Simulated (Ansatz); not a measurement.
An input meant for the cluster PbO2H2 (charge 0, singlet; with a point charge).

```yaml
crystal:
  periodic: [true, true, true]
  atoms:
    - {symbol: Pb, position_ang: [0.057615, -0.417330, 1.243001]}
    - {symbol: O, position_ang: [0.427604, -1.650891, -0.376397]}
    - {symbol: O, position_ang: [-0.296904, 1.192031, -0.046941]}
    - {symbol: H, position_ang: [-0.521191, 2.025651, 0.374254]}
    - {symbol: H, position_ang: [0.332886, -1.149462, -1.193917]}
basis:
  gaussian: {orbitals: def2-mTZVP, fitting: {mean_field: def2-universal-jkfit}, nuclear_model: gaussian, point_charges: [{charge: 1.00, position_ang: [5.019, 0.601, -0.234]}]}
hamiltonian: {xc: {name: r2SCAN0}, dispersion: d4}
scf: {lower_state_search: off}
```

```sh
$ ansatz run in.yaml --threads 4 --pin off --events-out ev --progress --plain --max-ram 3916MiB
```

Output, abridged:

```
Error: YAML parse error: error: line 2 column 3: crystal: missing field `lattice` (a structure is typed as `lattice` and `atoms`, a molecule's as `atoms` in Å alone, or read from a run's directory, `checkpoint`)
 --> <input>:2:3
1 | crystal:
2 |   periodic: [true, true, true]
3 |   atoms:
4 |     - {symbol: Pb, position_ang: [0.057615, -0.417330, 1.243001]}
```

In this input the species is marked periodic without a cell. The input was rejected before any iteration.
